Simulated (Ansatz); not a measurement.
Isolated molecules relaxed with PBE0-D4/def2-TZVP in Ansatz; ΔE leaves out vibrations. CCSD(T)/CBS is the MP2 limit (def2-TZVPP, def2-QZVPP) plus CCSD(T) − MP2 in def2-TZVPP, frozen cores. One conformer a species, not always the lowest.

`OCB(F)[SiH2]Cl` + `CNCS` → `CNC[SiH2]Cl` + `OCB(F)S`  (formal exchange of groups at the Si–B bond)

`OCB(F)[SiH2]Cl`:

Z-matrix (Å, degrees):
```
C
B 1 1.565
O 1 1.415 2 115.8
H 1 1.104 2 109.3 3 -127.9
H 1 1.099 2 107.7 3 119.3
Si 2 2.044 1 122.3 3 8.0
F 2 1.326 1 118.2 3 -173.4
H 3 0.962 1 108.8 2 -57.6
Cl 6 2.083 2 105.3 1 48.3
H 6 1.484 2 114.3 1 165.1
H 6 1.484 2 113.2 1 -68.9
```

`CNCS`:

Z-matrix (Å, degrees):
```
C
N 1 1.446
H 1 1.091 2 109.5
H 1 1.103 2 114.1 3 -121.5
H 1 1.093 2 109.5 3 117.8
C 2 1.436 1 113.1 3 177.7
H 2 1.012 1 111.3 3 53.7
S 6 1.819 2 108.1 1 175.4
H 6 1.101 2 114.7 1 -63.8
H 6 1.093 2 108.4 1 56.7
H 8 1.341 6 96.6 2 144.8
```

`CNC[SiH2]Cl`:

```xyz
13

C     0.285    1.434    0.854
N     0.078    1.080   -0.534
C     0.402   -0.298   -0.847
Si   -0.817   -1.560   -0.175
Cl   -0.437   -2.038    1.799
H     1.289    1.184    1.233
H    -0.439    0.913    1.487
H     0.122    2.505    0.983
H     0.623    1.696   -1.123
H     0.350   -0.431   -1.935
H     1.422   -0.602   -0.546
H    -0.669   -2.823   -0.942
H    -2.210   -1.061   -0.254
```

`OCB(F)S`:

Cartesian coordinates in Å:
```
O 1.114 1.310 0.800
C 0.372 0.623 -0.186
B -0.370 -0.663 0.325
F -0.393 -0.900 1.636
S -1.241 -1.844 -0.720
H 0.787 1.054 1.666
H 1.056 0.354 -1.000
H -0.376 1.292 -0.646
H -0.948 -1.226 -1.876
```

```
         species  CCSD(T)/def2-TZVPP energy (Eh)
`OCB(F)[SiH2]Cl`                      -989.56623
          `CNCS`                      -532.66128
   `CNC[SiH2]Cl`                      -884.36512
       `OCB(F)S`                      -637.91540
```

Q: Work out ΔE.

A: ΔE = (-884.36512) + (-637.91540) − (-989.56623) − (-532.66128) = -0.05301 Eh = -33.3 kcal/mol. CCSD(T)/CBS gives -33.0 kcal/mol.

Largest T1 diagnostic among the species: 0.012.

From PBE to PBE0 (25 % exact exchange), in def2-TZVPP and without D4, ΔE moves by −1.0 kcal/mol. In def2-TZVPP, CCSD(T) changes the Hartree–Fock value by −0.8 kcal/mol (the triples alone add −0.1 kcal/mol) and MP2 by −2.6 kcal/mol.
